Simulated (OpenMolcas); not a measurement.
## S: effect of the basis set

```
Program             : OpenMolcas 26.06
Method              : SS-CASPT2, IPEA 0.25 Eh, imaginary shift 0.1 Eh (closed shells correlated: 2s 2p)
Active space        : 6 electrons in 4 orbitals (3s 3p)
State averaging     : 2S+1 = 3 even, 3 roots; 2S+1 = 1 even, 6 roots; 2S+1 = 3 odd, 3 roots (0 in the spin-orbit step)
Spin-orbit coupling : RASSI with atomic mean-field integrals over the reference wave functions, term energies averaged over their components
```

A. ANO-R1 [4s3p1d], X2C, finite nucleus; CASPT2 step about 0.6 core-seconds
B. ANO-RCC-VTZP [5s4p2d1f], DKH2, point nucleus; CASPT2 step roughly 1 core-seconds
C. ANO-L-VTZP [5s4p2d1f], non-relativistic, point nucleus; CASPT2 step about 0.9 core-seconds
D. ANO-R2 [5s4p3d1f], X2C, finite nucleus; CASPT2 step of the order of 0.7 core-seconds
E. ANO-RCC-VQZP [6s5p3d2f1g], DKH2, point nucleus; CASPT2 step about 1.3 core-seconds
F. ANO-R3 [6s5p4d3f1g], X2C, finite nucleus; CASPT2 step of the order of 2.1 core-seconds

Energies in cm⁻¹ above 3s² 3p⁴ ³P₂, the measured ground level; measured values from NIST Handbook of Basic Atomic Spectroscopic Data.

```
      Level      A      B      C      D      E      F  Measured
3s² 3p⁴ ³P₂    0.0    0.0    0.0    0.0    0.0    0.0       0.0
3s² 3p⁴ ³P₁    349    369    367    371    373    371       396
3s² 3p⁴ ³P₀    511    538    536    542    543    541       574
3s² 3p⁴ ¹D₂  10670   9590   9670   9730   9200   9230      9239
3s² 3p⁴ ¹S₀  22980  22130  22170  22610  21710  21960     22180
```

Deviations, from unrounded energies. A percentage is the sum of absolute deviations over the sum of measured energies, with the sign that they share, or ± where signs differ.

| Against measurement | Levels | A | B | C | D | E | F |
| --- | --- | --- | --- | --- | --- | --- | --- |
| mean absolute deviation (cm-1) | 4 | 590 | 120 | 130 | 240 | 140 | 73 |
| fine structure of the ground term (%) | 2 | -11.4 | -6.5 | -6.8 | -5.8 | -5.5 | -6.0 |
| other terms of the ground configuration (%) | 2 | +7.1 | ±1.3 | ±1.4 | +2.9 | -1.6 | -0.7 |

F lies closest to measurement on these levels and A furthest from it. The largest miss of F in the table is 3s² 3p⁴ ¹S₀, by -220 cm-1. The ranking rests on the paired levels alone, and a cruder setting can come out closer through cancelling errors.

The two smallest mean deviations differ by little beside CASPT2's spread within terms, so their order carries little weight.

Among A to F the level of the table that moves most is 3s² 3p⁴ ¹D₂, by 1500 cm-1 (lowest in E, highest in A). Moves below CASPT2's spread within the term are not significant.

CASPT2 does not keep the components of a term degenerate, so their means are used; among the terms shown or strongly mixed into the levels shown the widest spread is 190 cm-1 (3s² 3p⁴ ¹D, C). No level of 3s 3p⁵ was computed, though it lies in the active space. Some terms miss by over 15 % even with CASPT2, which points to a basis or an active space too small for the shells correlated (holds for A). Measured partners are found by configuration, term and J. A level has none where our copy of the source lacks it or the pairing is in doubt (some pairs that miss far off the trend of their configuration count as doubtful), and it then counts in no deviation. Levels of configurations outside the active space are missing.
